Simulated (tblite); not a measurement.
Species: CH11NSi5.
Numbering: `[N:1]#[C:2][SiH2:3][Si@@H:4]([SiH3:5])[SiH2:6][SiH3:7]` (hydrogens: H8, H9 on Si3; H10 on Si4; H11, H12, H13 on Si5; H14, H15 on Si6; H16, H17, H18 on Si7)

Computed with GFN2-xTB (tblite), gas phase: L-BFGS steps from a force-field or distance-geometry start until the largest atomic force falls under 0.01 eV/Å.

The end geometry, which sets the zero of energy:
```
atom  x, y, z in Å
N1     -3.7238    1.9278    2.1012
C2     -2.6977    1.9802    1.5922
Si3    -1.0291    1.9713    0.7565
Si4    -0.4331   -0.2349    0.2732
Si5    -2.2566   -1.5325   -0.3791
Si6     1.4177   -0.3070   -1.1593
Si7     3.5205   -0.6124   -0.2430
H8     -1.2494    2.8205   -0.4196
H9     -0.1851    2.7228    1.6921
H10     0.0403   -0.7675    1.5768
H11    -2.7627   -1.0606   -1.6702
H12    -1.8726   -2.9350   -0.5620
H13    -3.3641   -1.5018    0.5735
H14     1.1528   -1.3475   -2.1667
H15     1.3962    0.9375   -1.9503
H16     3.4186   -0.8049    1.2064
H17     4.2145   -1.7855   -0.7783
H18     4.4047    0.5358   -0.4550
```

Task: These geometries come from the run, each turned onto the end geometry. Order them by energy, lowest first.
A.
```
atom  x, y, z in Å
N1     -3.7118    1.9204    2.0830
C2     -2.6804    1.9916    1.5869
Si3    -1.0021    1.9575    0.7737
Si4    -0.4159   -0.2623    0.3322
Si5    -2.2398   -1.5289   -0.3652
Si6     1.3878   -0.3061   -1.1559
Si7     3.4923   -0.6123   -0.2562
H8     -1.2148    2.7324   -0.4537
H9     -0.1975    2.7965    1.6687
H10     0.0990   -0.7910    1.6160
H11    -2.6675   -0.9843   -1.6574
H12    -1.8596   -2.9279   -0.5786
H13    -3.3944   -1.5469    0.5278
H14     1.1178   -1.3446   -2.1604
H15     1.3480    0.9561   -1.9127
H16     3.3479   -0.7951    1.1923
H17     4.2001   -1.7812   -0.7849
H18     4.3819    0.5323   -0.4674
```
B.
```
atom  x, y, z in Å
N1     -3.7180    1.8909    2.0639
C2     -2.6998    1.9099    1.5318
Si3    -1.0297    1.8850    0.7133
Si4    -0.3259   -0.2691    0.4685
Si5    -2.0861   -1.4425   -0.3882
Si6     1.3030   -0.2892   -1.1389
Si7     3.3551   -0.6039   -0.2219
H8     -1.1754    2.5309   -0.5830
H9     -0.0602    2.5358    1.5676
H10     0.1313   -0.8122    1.7396
H11    -2.4792   -0.8369   -1.6606
H12    -1.6724   -2.8169   -0.6195
H13    -3.1657   -1.3401    0.5727
H14     1.0310   -1.3544   -2.0932
H15     1.2761    0.9896   -1.8336
H16     3.1725   -0.7748    1.2175
H17     3.9746   -1.7665   -0.8379
H18     4.1600    0.5707   -0.5097
```
C.
```
atom  x, y, z in Å
N1     -3.7159    1.9264    2.0953
C2     -2.6886    1.9878    1.5891
Si3    -1.0146    1.9651    0.7655
Si4    -0.4191   -0.2488    0.3159
Si5    -2.2511   -1.5307   -0.3684
Si6     1.3922   -0.3066   -1.1461
Si7     3.5020   -0.6110   -0.2573
H8     -1.2217    2.7613   -0.4513
H9     -0.1978    2.7723    1.6820
H10     0.0762   -0.7899    1.6045
H11    -2.7061   -1.0143   -1.6588
H12    -1.8542   -2.9256   -0.5743
H13    -3.3941   -1.5330    0.5384
H14     1.1400   -1.3449   -2.1631
H15     1.3735    0.9480   -1.9240
H16     3.3771   -0.8006    1.1895
H17     4.2040   -1.7851   -0.7820
H18     4.3894    0.5360   -0.4663
```
D.
```
atom  x, y, z in Å
N1     -3.7131    1.9246    2.0516
C2     -2.6657    1.9490    1.5846
Si3    -0.9807    1.9522    0.7809
Si4    -0.3815   -0.2707    0.3878
Si5    -2.1989   -1.5257   -0.3547
Si6     1.3585   -0.3052   -1.1646
Si7     3.4627   -0.6073   -0.2528
H8     -1.2069    2.6677   -0.4823
H9     -0.1640    2.8168    1.6420
H10     0.1357   -0.7981    1.6695
H11    -2.5828   -0.9372   -1.6421
H12    -1.8572   -2.9280   -0.6183
H13    -3.3771   -1.5337    0.5074
H14     1.0410   -1.3129   -2.1868
H15     1.2698    0.9523   -1.9243
H16     3.3250   -0.7907    1.1987
H17     4.1688   -1.7854   -0.7653
H18     4.3575    0.5385   -0.4429
```
E.
```
atom  x, y, z in Å
N1     -3.7149    1.8792    2.0494
C2     -2.6841    1.9930    1.5603
Si3    -0.9918    1.9156    0.7506
Si4    -0.3586   -0.3313    0.4436
Si5    -2.1703   -1.5142   -0.3776
Si6     1.3437   -0.2957   -1.1807
Si7     3.4318   -0.6017   -0.2399
H8     -1.2128    2.6117   -0.5438
H9     -0.1069    2.7232    1.6260
H10     0.1597   -0.8198    1.7720
H11    -2.5173   -0.8770   -1.6586
H12    -1.7541   -2.8955   -0.6460
H13    -3.3026   -1.4258    0.5495
H14     0.9959   -1.3299   -2.1825
H15     1.2448    0.9917   -1.9248
H16     3.2753   -0.7919    1.2161
H17     4.0764   -1.8061   -0.7763
H18     4.2767    0.5809   -0.4489
```

Result: C (0.008 eV), A (0.013 eV), D (0.032 eV), E (0.135 eV), B (0.358 eV).

In the order of the answer:

| step | E above end (eV) | largest force (eV/Å) | rms force component (eV/Å) | rms distance from end (Å) | rms bond change (Å) | bond most changed (Å) |
| --- | --- | --- | --- | --- | --- | --- |
| 29 | 0.008 | 0.20 | 0.044 | 0.039 | 0.004 | Si4–Si6 -0.013 |
| 26 | 0.013 | 0.08 | 0.028 | 0.059 | 0.002 | Si4–H10 -0.005 |
| 18 | 0.032 | 0.12 | 0.039 | 0.105 | 0.003 | Si4–Si6 -0.009 |
| 7 | 0.135 | 0.44 | 0.144 | 0.156 | 0.012 | Si4–H10 +0.022 |
| 3 | 0.358 | 0.55 | 0.172 | 0.219 | 0.028 | Si3–Si4 -0.056 |

What follows is the cost of the whole relaxation. Time: 0.65 s. Hardware: an Arm Neoverse V1 with one thread, no GPU, shared host.
